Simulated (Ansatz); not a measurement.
A short molecular-dynamics run on C3H12AlP, SMILES `C[P+](C)(C)[AlH3-]`.

```yaml
crystal:
  periodic: [false, false, false]
  atoms:
    - {symbol: C, position_ang: [-0.605647, 0.518616, -1.642708]}
    - {symbol: P, position_ang: [0.011185, -0.008740, -0.018068]}
    - {symbol: C, position_ang: [1.775026, 0.422277, -0.044217]}
    - {symbol: C, position_ang: [-0.010535, -1.823023, -0.095128]}
    - {symbol: Al, position_ang: [-1.220120, 0.928694, 1.875574]}
    - {symbol: H, position_ang: [-0.551993, 1.606527, -1.708173]}
    - {symbol: H, position_ang: [-0.026874, 0.076352, -2.456654]}
    - {symbol: H, position_ang: [-1.651946, 0.224294, -1.739393]}
    - {symbol: H, position_ang: [2.242464, 0.066236, 0.875286]}
    - {symbol: H, position_ang: [1.876066, 1.508299, -0.077383]}
    - {symbol: H, position_ang: [2.284597, -0.016751, -0.904847]}
    - {symbol: H, position_ang: [-1.044796, -2.164432, -0.161890]}
    - {symbol: H, position_ang: [0.551874, -2.196855, -0.953614]}
    - {symbol: H, position_ang: [0.420207, -2.223885, 0.823837]}
    - {symbol: H, position_ang: [-0.972500, 2.491222, 1.596855]}
    - {symbol: H, position_ang: [-2.679495, 0.339881, 1.552805]}
    - {symbol: H, position_ang: [-0.397501, 0.251277, 3.077708]}
basis:
  gaussian: {orbitals: def2-SVP}
hamiltonian: {xc: {name: PBE}}
md: {timestep: 1 fs, n_steps: 20, ensemble: nve, temperature: 1500, initial_velocities: maxwell_boltzmann, seed: 639}
```

```sh
$ ansatz run in.yaml --threads 4 --pin off --events-out ev --progress --plain --max-ram 11315MiB
```

```
step  time (fs)  potential energy (eV)  kinetic (eV)  T (K)  conserved (eV)
   0        0.0            -19172.1776        2.9083   1500     -19169.2692
   1        1.0            -19172.0708        2.8117   1450     -19169.2591
   2        2.0            -19171.7846        2.5359   1308     -19169.2487
   3        3.0            -19171.4769        2.2323   1151     -19169.2446
   4        4.0            -19171.2267        1.9845   1024     -19169.2422
   5        5.0            -19171.0764        1.8342    946     -19169.2422
   6        6.0            -19171.0248        1.7770    916     -19169.2479
   7        7.0            -19170.9920        1.7370    896     -19169.2550
   8        8.0            -19170.8977        1.6489    850     -19169.2488
   9        9.0            -19170.8506        1.6136    832     -19169.2370
  10       10.0            -19170.9978        1.7455    900     -19169.2523
  11       11.0            -19171.1373        1.8724    966     -19169.2650
  12       12.0            -19171.0797        1.8245    941     -19169.2552
  13       13.0            -19170.9314        1.6833    868     -19169.2480
  14       14.0            -19170.7984        1.5503    800     -19169.2481
  15       15.0            -19170.6918        1.4453    745     -19169.2466
  16       16.0            -19170.6315        1.3863    715     -19169.2453
  17       17.0            -19170.6299        1.3806    712     -19169.2493
  18       18.0            -19170.6314        1.3774    710     -19169.2540
  19       19.0            -19170.5896        1.3431    693     -19169.2465
  20       20.0            -19170.6205        1.3822    713     -19169.2383
```

Velocities are drawn at the set temperature; a run this short doesn't reach equilibrium.

Frames (Å, forces in eV/Å):

```xyz
17
time=0.0 fs
C    -0.606    0.519   -1.643    0.049   -0.040    0.061
P     0.011   -0.009   -0.018   -0.254    0.191    0.387
C     1.775    0.422   -0.044   -0.074   -0.035   -0.024
C    -0.011   -1.823   -0.095    0.017    0.084   -0.020
Al   -1.220    0.929    1.876   -0.030    0.021    0.046
H    -0.552    1.607   -1.708    0.014    0.561   -0.044
H    -0.027    0.076   -2.457    0.291   -0.221   -0.434
H    -1.652    0.224   -1.739   -0.542   -0.138   -0.060
H     2.242    0.066    0.875    0.252   -0.171    0.472
H     1.876    1.508   -0.077    0.066    0.558   -0.009
H     2.285   -0.017   -0.905    0.280   -0.221   -0.442
H    -1.045   -2.164   -0.162   -0.529   -0.190   -0.026
H     0.552   -2.197   -0.954    0.289   -0.211   -0.442
H     0.420   -2.224    0.824    0.212   -0.220    0.472
H    -0.973    2.491    1.597    0.025    0.164   -0.029
H    -2.679    0.340    1.553   -0.152   -0.061   -0.034
H    -0.398    0.251    3.078    0.086   -0.070    0.126
17
time=2.0 fs
C    -0.594    0.505   -1.671   -0.228    2.627    0.987
P    -0.008   -0.005   -0.008    0.945    0.354    0.077
C     1.793    0.424   -0.050   -0.397   -0.191    1.210
C    -0.031   -1.819   -0.084    2.027   -1.054    1.749
Al   -1.200    0.918    1.869   -1.151    0.040   -0.261
H    -0.612    1.686   -1.700    0.292   -1.848    0.019
H     0.048    0.114   -2.461    0.002   -0.304   -0.545
H    -1.658    0.256   -1.695   -0.401   -0.475   -0.518
H     2.270    0.041    0.896   -0.027   -0.337   -0.755
H     1.893    1.496    0.096   -0.094    0.887   -0.235
H     2.257    0.138   -0.998    0.431   -0.352   -0.153
H    -1.067   -2.109   -0.126   -0.931   -0.609   -0.010
H     0.535   -2.177   -0.951   -0.028   -0.141   -0.545
H     0.524   -2.352    0.837   -1.297    1.258   -1.457
H    -1.046    2.477    1.553    0.061    0.272   -0.085
H    -2.701    0.273    1.471    0.518    0.159    0.176
H    -0.443    0.381    3.141    0.278   -0.287    0.345
17
time=4.0 fs
C    -0.584    0.499   -1.696   -0.735    2.754    1.261
P    -0.026   -0.001    0.003    1.919    0.342   -0.355
C     1.810    0.425   -0.052   -0.267    1.043    1.006
C    -0.045   -1.818   -0.067    1.807   -1.824    1.194
Al   -1.182    0.908    1.861   -1.718    0.189   -0.205
H    -0.660    1.700   -1.691    0.593   -2.186   -0.064
H     0.121    0.142   -2.484   -0.706   -0.104    0.021
H    -1.678    0.271   -1.670    0.395   -0.564   -0.851
H     2.297    0.003    0.889   -0.036   -0.475   -1.294
H     1.906    1.513    0.259   -0.279   -0.406   -0.772
H     2.244    0.280   -1.095    0.038   -0.218    1.194
H    -1.121   -2.076   -0.090    0.113   -0.539    0.018
H     0.517   -2.162   -0.968   -0.532    0.073   -0.141
H     0.580   -2.435    0.799   -1.787    1.789   -1.485
H    -1.118    2.473    1.506    0.079    0.177   -0.095
H    -2.704    0.211    1.397    0.865    0.276    0.344
H    -0.478    0.500    3.217    0.252   -0.328    0.222
17
time=6.0 fs
C    -0.576    0.501   -1.718   -0.876    1.208    1.431
P    -0.042    0.004    0.012    2.624    0.120   -0.825
C     1.826    0.430   -0.051   -0.609    2.068    0.572
C    -0.054   -1.822   -0.047    0.397   -1.463   -0.360
Al   -1.166    0.898    1.854   -1.884    0.490    0.199
H    -0.687    1.635   -1.685    0.668   -0.709   -0.134
H     0.168    0.164   -2.507   -1.133   -0.013    0.450
H    -1.684    0.263   -1.677    0.826   -0.622   -0.995
H     2.324   -0.053    0.834    0.199   -0.637   -1.068
H     1.909    1.516    0.394   -0.297   -1.169   -1.248
H     2.233    0.413   -1.147   -0.155   -0.344    1.932
H    -1.171   -2.063   -0.053    1.132   -0.381    0.009
H     0.479   -2.145   -0.991   -0.801    0.201    0.133
H     0.571   -2.451    0.706   -1.219    1.304   -0.284
H    -1.186    2.475    1.455    0.112   -0.049   -0.053
H    -2.674    0.160    1.335    0.929    0.295    0.453
H    -0.504    0.606    3.300    0.089   -0.298   -0.213
17
time=8.0 fs
C    -0.570    0.508   -1.734   -0.599   -1.838    1.692
P    -0.054    0.008    0.021    3.092   -0.211   -1.218
C     1.840    0.441   -0.047   -1.293    2.034    0.575
C    -0.062   -1.831   -0.028   -1.924    0.885   -3.003
Al   -1.152    0.888    1.847   -1.860    0.899    0.689
H    -0.689    1.547   -1.684    0.351    2.491   -0.059
H     0.173    0.186   -2.514   -0.856   -0.143    0.328
H    -1.660    0.232   -1.722    0.574   -0.645   -0.917
H     2.358   -0.134    0.740    0.403   -0.718   -0.617
H     1.901    1.477    0.481   -0.149   -0.920   -1.156
H     2.217    0.533   -1.129   -0.022   -0.490    1.413
H    -1.181   -2.065   -0.016    1.119   -0.340    0.011
H     0.411   -2.121   -1.010   -0.698    0.144    0.075
H     0.519   -2.422    0.607    0.993   -0.797    2.349
H    -1.250    2.475    1.403    0.164   -0.272    0.013
H    -2.610    0.120    1.291    0.757    0.223    0.497
H    -0.526    0.701    3.375   -0.052   -0.301   -0.673
17
time=10.0 fs
C    -0.566    0.508   -1.746   -0.666   -1.652    2.254
P    -0.063    0.013    0.029    3.341   -0.457   -1.537
C     1.850    0.458   -0.042   -1.761    0.084    1.421
C    -0.076   -1.837   -0.018   -1.802    1.940   -3.309
Al   -1.142    0.880    1.840   -1.697    1.341    1.097
H    -0.677    1.547   -1.685    0.134    2.498   -0.068
H     0.148    0.202   -2.510    0.092   -0.417   -0.291
H    -1.615    0.177   -1.802   -0.070   -0.524   -0.667
H     2.406   -0.241    0.620    0.104   -0.200   -0.614
H     1.888    1.406    0.527    0.101    0.314   -0.204
H     2.201    0.635   -1.060    0.385   -0.321   -0.370
H    -1.150   -2.080    0.021   -0.085   -0.443    0.096
H     0.318   -2.091   -1.027   -0.298   -0.092   -0.156
H     0.502   -2.420    0.593    1.752   -1.373    2.769
H    -1.308    2.465    1.351    0.217   -0.390    0.073
H    -2.516    0.088    1.265    0.354    0.037    0.455
H    -0.550    0.785    3.425   -0.101   -0.345   -0.948
17
time=12.0 fs
C    -0.565    0.505   -1.750   -1.004    1.305    2.426
P    -0.067    0.017    0.034    3.359   -0.561   -1.817
C     1.854    0.475   -0.033   -1.580   -2.625    1.383
C    -0.094   -1.838   -0.019    1.322    0.132   -0.436
Al   -1.134    0.874    1.836   -1.392    1.761    1.376
H    -0.660    1.633   -1.689    0.101   -0.751   -0.268
H     0.125    0.203   -2.516    0.819   -0.452   -0.543
H    -1.572    0.102   -1.906   -0.361   -0.132   -0.268
H     2.457   -0.354    0.477   -0.530    0.836   -0.630
H     1.878    1.346    0.566    0.357    1.533    1.107
H     2.200    0.725   -1.004    0.540    0.060   -1.617
H    -1.123   -2.113    0.063   -1.359   -0.531    0.297
H     0.213   -2.065   -1.049    0.180   -0.386   -0.291
H     0.544   -2.462    0.675   -0.399    0.863   -0.161
H    -1.357    2.441    1.301    0.246   -0.373    0.100
H    -2.410    0.058    1.257   -0.244   -0.278    0.314
H    -0.578    0.855    3.439   -0.055   -0.399   -0.971
17
time=14.0 fs
C    -0.567    0.505   -1.746   -0.822    1.740    1.104
P    -0.068    0.020    0.037    3.181   -0.621   -1.984
C     1.854    0.485   -0.019   -0.713   -2.185   -0.015
C    -0.109   -1.838   -0.021    1.354   -0.925    0.802
Al   -1.127    0.870    1.833   -1.114    2.037    1.418
H    -0.639    1.696   -1.703   -0.087   -2.229   -0.317
H     0.131    0.187   -2.540    0.520   -0.027    0.293
H    -1.540    0.023   -2.021    0.055    0.524    0.328
H     2.489   -0.435    0.311   -0.861    1.474   -0.162
H     1.882    1.339    0.643    0.520    0.489    0.784
H     2.216    0.816   -1.002   -0.128   -0.072   -0.388
H    -1.143   -2.164    0.115   -0.572   -0.059    0.299
H     0.114   -2.054   -1.081    0.453   -0.533    0.029
H     0.575   -2.476    0.755   -1.277    1.673   -1.703
H    -1.397    2.402    1.256    0.234   -0.232    0.085
H    -2.313    0.016    1.260   -0.823   -0.624    0.143
H    -0.608    0.910    3.417    0.079   -0.431   -0.716
17
time=16.0 fs
C    -0.571    0.510   -1.739   -0.312    0.381   -0.414
P    -0.064    0.022    0.038    2.839   -0.663   -2.007
C     1.851    0.488   -0.005   -0.170   -0.089   -0.886
C    -0.120   -1.841   -0.021   -0.208   -1.180    0.630
Al   -1.123    0.869    1.832   -1.192    1.921    1.009
H    -0.622    1.678   -1.728   -0.305   -1.766   -0.242
H     0.157    0.171   -2.553    0.017    0.379    1.139
H    -1.507   -0.036   -2.122    0.409    1.038    0.920
H     2.489   -0.463    0.140   -0.664    1.287    0.508
H     1.905    1.349    0.747    0.519   -1.204   -0.470
H     2.228    0.904   -1.016   -0.787   -0.402    1.004
H    -1.183   -2.217    0.178    0.819    0.655    0.005
H     0.033   -2.062   -1.111    0.552   -0.512    0.630
H     0.559   -2.429    0.774   -0.976    1.305   -1.799
H    -1.429    2.355    1.213    0.173   -0.006    0.032
H    -2.247   -0.048    1.269   -1.007   -0.726    0.110
H    -0.634    0.948    3.368    0.294   -0.416   -0.168
17
time=18.0 fs
C    -0.577    0.516   -1.733    0.359   -2.184   -0.863
P    -0.057    0.024    0.036    2.349   -0.666   -1.915
C     1.847    0.490    0.006   -0.386    1.233   -1.091
C    -0.132   -1.847   -0.019   -1.981   -0.030   -0.866
Al   -1.120    0.871    1.833   -1.680    1.319    0.183
H    -0.616    1.598   -1.763   -0.498    0.739   -0.165
H     0.184    0.168   -2.524   -0.049    0.447    1.221
H    -1.460   -0.057   -2.190    0.166    1.021    1.153
H     2.465   -0.443   -0.013   -0.047    0.383    0.961
H     1.948    1.317    0.835    0.393   -1.757   -1.065
H     2.211    0.977   -0.994   -0.956   -0.397    1.243
H    -1.194   -2.245    0.242    1.156    0.981   -0.233
H    -0.028   -2.090   -1.118    0.614   -0.438    0.878
H     0.509   -2.334    0.728    0.640   -0.121   -0.237
H    -1.453    2.308    1.172    0.076    0.232   -0.029
H    -2.218   -0.140    1.283   -0.703   -0.415    0.274
H    -0.649    0.971    3.313    0.547   -0.347    0.550
17
time=20.0 fs
C    -0.581    0.515   -1.730    1.084   -3.333    0.011
P    -0.047    0.024    0.032    1.746   -0.599   -1.716
C     1.842    0.496    0.013   -0.955    0.939   -0.840
C    -0.150   -1.853   -0.019   -3.052    1.702   -2.518
Al   -1.119    0.875    1.834   -2.182    0.550   -0.508
H    -0.629    1.546   -1.805   -0.566    2.816   -0.152
H     0.210    0.181   -2.450    0.391    0.188    0.559
H    -1.408   -0.040   -2.215   -0.713    0.316    0.813
H     2.438   -0.408   -0.130    0.484   -0.486    0.975
H     2.006    1.219    0.885    0.265   -1.227   -0.675
H     2.159    1.036   -0.927   -0.677    0.119    0.421
H    -1.164   -2.238    0.297    0.340    0.768   -0.150
H    -0.065   -2.135   -1.093    0.634   -0.414    0.398
H     0.486   -2.244    0.675    2.741   -1.576    1.940
H    -1.475    2.269    1.130   -0.016    0.382   -0.049
H    -2.215   -0.247    1.308   -0.235    0.113    0.479
H    -0.644    0.980    3.278    0.710   -0.258    1.010
```

Hardware: 4 threads of an Intel Xeon 6975P-C on a shared host. Wall time 21 s, peak host memory 0.76 GiB.
